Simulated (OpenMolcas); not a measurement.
**Os5+: moving or changing the point charges**

Os5+ among 6 point charges of -1.7 e arranged as an octahedron (Oh), 1.77 Å from the ion.

```yaml
Program: OpenMolcas
Method: CASSCF
Basis: ANO-RCC-VDZP [7s6p4d2f1g]
Scalar_Hamiltonian: DKH2, point nucleus
Active_space: 3 electrons in 5 orbitals (5d)
State_averaging: 2S+1 = 4 even, 10 roots; 2S+1 = 2 even, 40 roots
Spin-orbit_coupling: RASSI with atomic mean-field integrals over the reference wave functions
```

Runs around this geometry, states (labels of O, the rotations of Oh). Energies in cm-1 above the lowest state or level, χT in cm3 K/mol; 10Dq and B are least-squares fits to the states below 45000 cm-1, weighted by degeneracy, with a free offset, and given where the rms deviation is under 5 % of |10Dq| (or 100 cm-1) and under 700 cm-1.

| R (Å) | q (e) | Ground state | First state of that spin | 10Dq | B (rms of fit) | First gap with spin-orbit (degeneracies) | χT at 300 K | First state of another spin |
| --- | --- | --- | --- | --- | --- | --- | --- | --- |
| 1.77 | -1.1 | 4A2 | 4T2 9440 | 9666 | 889 (88) | 8890 (4, 4) | 0.219 | 2E 16898 |
| 1.66 | -1.7 | 4A2 | 4T2 19697 | 19922 | 900 (175) | 13158 (4, 4) | 0.675 | 2E 16895 |
| 1.77 | -1.7 | 4A2 | 4T2 14604 | 14802 | 900 (137) | 11339 (4, 4) | 0.447 | 2E 16951 |
| 1.92 | -1.7 | 4A2 | 4T2 9928 | 10195 | 889 (105) | 9126 (4, 4) | 0.236 | 2E 16905 |

Taking |10Dq| as R^-n, n = -ln(10195 / 19922) / ln(1.92 / 1.66) = 4.6 between the shortest and longest distance. The point-charge formula for a cubic d site gives n = 5.

Scaling the charges by -1.1 / -1.7 = 0.65 scales |10Dq| by 9666 / 14802 = 0.65; with fixed orbitals a first-order splitting would follow the charge.

Without dynamic correlation the repulsion within the d shell is too large (B by tens of per cent), so at a given field states of lower spin stand too high. Spin-orbit coupling mixes the spin-free states strongly: the lowest level takes only 56 % from its leading state, 4A2 (figures for R = 1.77, q = -1.1; the like holds for R = 1.92, q = -1.7). This field is weak: 10Dq is about 9666 cm-1, while octahedral complexes of 5d ions of charge 3 and more, computed by the same method with explicit ligands, had a median near 35000 cm-1. Ground spin and moment need not be those of a real site (figures for R = 1.77, q = -1.1; the like holds for R = 1.66, q = -1.7, R = 1.77, q = -1.7, R = 1.92, q = -1.7). Point charges carry no covalency, so the field is a model and not that of real ligands. No measured value stands beside these numbers.
